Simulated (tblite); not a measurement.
Compound: C2H10OSi4.
Structure used (GFN2-xTB), in Å, numbered top down from 1:
```xyz
17
C2H10OSi4 angstrom
O      1.246    0.184   -1.777
C      1.991    0.345   -0.832
Si     1.286    0.240    0.934
C      0.348   -1.423    0.844
Si    -0.943   -1.498   -0.585
Si    -1.795    0.662   -0.729
Si    -0.403    1.844    0.747
H      3.050    0.609   -1.031
H      2.431    0.162    1.855
H     -0.167   -1.590    1.791
H      1.047   -2.251    0.738
H     -1.940   -2.499   -0.155
H     -0.324   -2.072   -1.779
H     -1.791    1.248   -2.072
H     -3.211    0.758   -0.324
H     -0.966    2.155    2.071
H      0.135    3.136    0.294
```

Computed with GFN2-xTB (tblite): harmonic, unscaled wavenumbers at the GFN2-xTB geometry, gas phase. This tight-binding method is rough: wavenumbers can miss measured ones by several per cent, in bad cases by 10 to 20. Modes of hydrogen on silicon can be 10 to 20 % off. One conformer, not necessarily the lowest.

Harmonic wavenumbers (cm⁻¹): 57.4, 63.9, 89.0, 127.2, 161.7, 189.5, 248.2, 316.4, 355.3, 382.1, 400.5, 412.9, 423.8, 443.3, 479.2, 480.5, 505.7, 535.8, 561.2, 590.6, 604.1, 626.9, 668.0, 693.6, 725.0, 757.0, 778.9, 817.9, 827.9, 848.5, 1001.8, 1114.3, 1350.5, 1467.9, 1683.1, 2123.0, 2132.8, 2158.0, 2163.7, 2173.6, 2217.3, 2258.4, 2710.9, 2964.1, 2982.5.

A = 1361, B = 1222, C = 963.8 MHz; mass 161.981 u (most abundant isotopes); point group C1, symmetry number 1.

Problem. What is the zero-point energy?

Solution. Half the sum of the wavenumbers: 22337 cm⁻¹ = 267.21 kJ/mol.

Problem. Give the ideal-gas entropy at 200 K and 1 bar in the rigid-rotor, harmonic-oscillator model (classical rotation).

Solution. Translation 164.01, rotation 119.22, vibration 93.71: S = 376.9 J/(mol K).

Problem. And Cp and H(200 K) − H(0)?

Solution. Cp = 148.11 J/(mol K), of which vibrations give 114.86 (their classical limit is 45 R = 374.2); H(200 K) − H(0) = 17.31 kJ/mol without the zero-point energy, 10.66 from vibrations.

Problem. How do the functions run with temperature in this model?

Solution. 
| T (K) | S (J/(mol K)) | Cp (J/(mol K)) | H − H(0) (kJ/mol) | G − H(0) (kJ/mol) | ln q(vib) |
| --- | --- | --- | --- | --- | --- |
| 100 | 298.9 | 84.8 | 5.68 | -24.20 | 1.82 |
| 300 | 447.4 | 199.7 | 34.86 | -99.35 | 8.14 |
| 500 | 565.5 | 261.7 | 81.63 | -201.11 | 14.65 |
| 800 | 701.0 | 314.1 | 168.73 | -392.05 | 23.33 |
| 1000 | 773.6 | 336.4 | 233.90 | -539.70 | 28.41 |

q(vib) and H(0) count from the zero-point level.

Problem. Blend soft modes into free rotors: weight 1/[1 + (100 cm⁻¹/ν̃)⁴] for the oscillator and the rest for a rotor with moment μB/(μ + B), μ = h/(8π²ν), B = 10⁻⁴⁴ kg m². What vibrational entropy results?

Solution. 88.05 J/(mol K) in place of 93.71, which changes −T·S at 200 K by +1.13 kJ/mol.

Hindered rotation and anharmonicity are outside this model. Other conformers, if any are populated, would add a mixing term that is left out. The structure is chiral; the term R ln 2 for an equal mix with its mirror image is left out.

The run took 0.9 s of wall time on an Arm Neoverse V1 with one thread, no GPU, on a shared host. The figure is for the frequency step alone.
